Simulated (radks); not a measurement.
Results of a calculation; reference values are marked as such.
Ta I, configuration [Xe] 4f14 5d1 6s2 6d2 (not the ground configuration). Level of theory: scalar-relativistic Kohn-Sham, LDA (Slater exchange, Perdew-Wang correlation), spin-polarised, spherical densities, point nucleus; open shells are filled with parallel spins first (spin-orbit coupling, left out, can overturn this in heavy ions) (a radial shooting solver on a logarithmic mesh with Libxc functionals). Some entries of the table are withheld. Estimate them.

| orbital | occ. | eigenvalue (hartree) | <r> (bohr) |
|---|---|---|---|
| 1s down | 1 | -2474.243 | 0.01867 |
| 1s up | 1 | -2474.243 | 0.01867 |
| 2s up | 1 | -425.5409 | 0.07899 |
| 2s down | 1 | -425.5390 | 0.07899 |
| 2p up | 3 | -373.1112 | 0.07059 |
| 2p down | 3 | -373.1096 | 0.07059 |
| 3s up | 1 | -97.82841 | 0.2050 |
| 3s down | 1 | -97.82772 | 0.2050 |
| 3p up | 3 | -82.23731 | 0.2050 |
| 3p down | 3 | -82.23657 | 0.2050 |
| 3d up | 5 | -64.01669 | 0.1857 |
| 3d down | 5 | -64.01547 | 0.1857 |
| 4s up | 1 | -20.29831 | 0.4590 |
| 4s down | 1 | -20.29668 | 0.4590 |
| 4p up | 3 | -15.18198 | 0.4880 |
| 4p down | 3 | -15.18032 | 0.4880 |
| 4d up | 5 | -8.63375 | 0.5234 |
| 4d down | 5 | -8.63165 | 0.5233 |
| 5s up | 1 | -3.16556 | 1.095 |
| 5s down | 1 | -3.14824 | 1.093 |
| 5p up | 3 | -1.91697 | 1.276 |
| 5p down | 3 | -1.89490 | 1.274 |
| 4f up | 7 | -1.39144 | 0.6376 |
| 4f down | 7 | -1.38668 | 0.6359 |
| 5d up | 1 | -0.52241 | 1.878 |
| 5d down | 0 | -0.49632 | 1.882 |
| 6s up | 1 | (1) | 2.814 |
| 6s down | 1 | (2) | 2.817 |
| 6p up | 0 | -0.24610 | (3) |
| 6p down | 0 | -0.22541 | (4) |
| 7s up | 0 | -0.08956 | 6.959 |
| 7s down | 0 | -0.06682 | 7.322 |
| 6d up | 2 | -0.04997 | 6.949 |
| 6d down | 0 | -0.02851 | 7.644 |

Answer. 
(1) 6s up eigenvalue (hartree): -0.47459
(2) 6s down eigenvalue (hartree): -0.45341
(3) 6p up <r> (bohr): 3.640
(4) 6p down <r> (bohr): 3.614
